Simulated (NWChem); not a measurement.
Species: SiIF3; SMILES F[Si](F)(F)I

```xyz
5

F     -1.2030    -0.8797     1.7632
Si     0.0000     0.0000     1.1920
F      1.3634    -0.6020     1.7632
F     -0.1604     1.4817     1.7632
I      0.0000     0.0000    -1.1926
```
Atoms are numbered in this order, from 1.

All runs use the structure optimised with PBE0/def2-SVP. def2 effective core potentials on I; no spin-orbit coupling.

Question: List the 4 lowest vertical singlet excitations from BHandHLYP/def2-SVP with def2 effective core potentials on I, TDA (NWChem).

Answer: 
```tsv
state	energy (eV)	oscillator strength	leading excitation (squared amplitude)
S1	6.58	0.005	HOMO → LUMO (0.99)
S2	6.58	0.005	HOMO−1 → LUMO (0.99)
S3	9.03	0.000	HOMO → LUMO+1 (0.48)
S4	9.08	0.032	HOMO−2 → LUMO (0.50)
```
